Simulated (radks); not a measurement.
Task: Radial electron density D(r) = 4 pi r^2 rho(r) of an atom or ion with 65 electrons. Calculated with a radial shooting solver on a logarithmic mesh with Libxc functionals: Dirac Kohn-Sham, PBEsol, spin-unpolarised, spherical densities, finite nucleus; Fermi nuclear charge, rms radius of each element as measured or else 0.836 A^(1/3) + 0.57 fm.

| r (bohr) | D(r) (e/bohr) |
|---|---|
| 0.002694 | 21.61 |
| 0.003137 | 26.60 |
| 0.003681 | 32.78 |
| 0.00432 | 39.88 |
| 0.005029 | 47.41 |
| 0.005901 | 55.97 |
| 0.006925 | 64.79 |
| 0.008062 | 72.93 |
| 0.009461 | 80.59 |
| 0.0111 | 86.53 |
| 0.01303 | 90.07 |
| 0.01517 | 90.80 |
| 0.0178 | 88.94 |
| 0.02089 | 85.29 |
| 0.02432 | 81.75 |
| 0.02854 | 80.13 |
| 0.03349 | 82.70 |
| 0.03899 | 89.75 |
| 0.04575 | 100.7 |
| 0.05369 | 111.5 |
| 0.063 | 117.2 |
| 0.07335 | 114.9 |
| 0.08607 | 105.1 |
| 0.101 | 93.89 |
| 0.1176 | 88.86 |
| 0.138 | 92.95 |
| 0.1619 | 101.7 |
| 0.1885 | 104.2 |
| 0.2212 | 92.96 |
| 0.2596 | 71.20 |
| 0.3047 | 51.99 |
| 0.3547 | 45.82 |
| 0.4162 | 50.24 |
| 0.4884 | 54.75 |
| 0.5686 | 51.14 |
| 0.6673 | 39.91 |
| 0.783 | 27.60 |
| 0.9116 | 19.39 |
| 1.07 | 14.65 |
| 1.255 | 11.72 |
| 1.473 | 8.887 |
| 1.715 | 6.076 |
| 2.013 | 3.520 |
| 2.362 | 1.799 |
| 2.75 | 0.9254 |
| 3.227 | 0.5263 |
| 3.786 | 0.3658 |
| 4.408 | 0.2708 |
| 5.173 | 0.1756 |
| 6.07 | 0.09325 |
| 7.124 | 0.03953 |
| 8.293 | 0.01384 |
| 9.732 | 0.003417 |
| 11.42 | 0.0005928 |

What is the nuclear charge?

Result: Z = 66. The innermost maximum, from 1s, lies near gamma/Z bohr with gamma = sqrt(1 - (Z/c)^2) = 0.876, here 0.0133 bohr (found: 0.0147), and its height grows with Z. The density is that of the dysprosium ion Dy+ in [Xe] 4f10 6s0.5 6p0.5; the configuration itself is not fixed sharply by these data, and Z only to a few units. D(r) has 4 maxima, at r = 0.0147, 0.0651, 0.181, 0.496 bohr, and minima at 0.0283, 0.119, 0.355 bohr, inside which lie 2.01, 11.14, 29.52 electrons.
